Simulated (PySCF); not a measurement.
# SMILES [H]/N=C\C=C1/CCC[C@H]1F, C₇H₁₀FN

Geometry:
```
atom   x (Å)   y (Å)   z (Å)
  N1   3.715  -0.521  -0.969
  C2   2.541  -0.624  -0.519
  C3   1.434   0.292  -0.733
  C4   0.211   0.135  -0.223
  C5  -0.281  -0.966   0.670
  C6  -1.795  -0.749   0.760
  C7  -1.960   0.762   0.610
  C8  -0.915   1.117  -0.446
  F9  -0.486   2.423  -0.334
 H10   3.876   0.310  -1.540
 H11   2.342  -1.498   0.095
 H12   1.642   1.162  -1.346
 H13   0.178  -0.858   1.657
 H14  -0.025  -1.954   0.290
 H15  -2.214  -1.120   1.693
 H16  -2.293  -1.257  -0.068
 H17  -2.966   1.057   0.321
 H18  -1.697   1.272   1.539
 H19  -1.317   1.025  -1.465
```

Computed with GIAO HF/cc-pVDZ magnetisability, rotational g tensor and spin-rotation constants, non-relativistic, gas phase (PySCF). Geometry: GFN2-xTB.

**Question.** Give the nuclear spin-rotation constants along the inertial axes (H = +C I·J) beside the isotropic shieldings.

**Answer.** Rotational constants 2.9168, 1.0168, 0.7816 GHz. A star marks the isotopologue with that one atom substituted, in its own axes.
```
atom  isotope  Caa (kHz)  Cbb (kHz)  Ccc (kHz)  mean (kHz)  σ (ppm)
  N1      14N      0.567      0.281      0.031       0.293    -60.4
  F9      19F      0.582      0.405      0.180       0.389    423.9
 H10       1H     -0.280      0.156     -0.091      -0.072     22.0
 H11       1H     -0.275      0.106     -0.073      -0.081     24.1
 H12       1H     -0.298      0.093     -0.089      -0.098     26.1
 H13       1H     -0.313     -0.105      0.017      -0.134     29.8
 H14       1H     -0.223     -0.030     -0.063      -0.105     29.6
 H15       1H     -0.229     -0.049     -0.057      -0.112     30.5
 H16       1H     -0.330     -0.108      0.008      -0.143     31.0
 H17       1H      0.032     -0.113     -0.072      -0.051     30.1
 H18       1H     -0.311     -0.122      0.019      -0.138     30.6
 H19       1H     -0.283     -0.102      0.044      -0.114     27.1
  C2     13C*      0.996      0.502      0.127       0.542     41.8
  C3     13C*      0.853      0.409      0.115       0.459     77.7
  C4     13C*      1.079      0.454      0.126       0.553     48.3
  C5     13C*      0.354      0.127      0.103       0.195    178.4
  C6     13C*      0.313      0.115      0.105       0.178    183.1
  C7     13C*      0.404      0.121      0.116       0.213    172.4
  C8     13C*      0.671      0.179      0.188       0.346    118.3
```
For the geometry as given, no vibrational averaging.
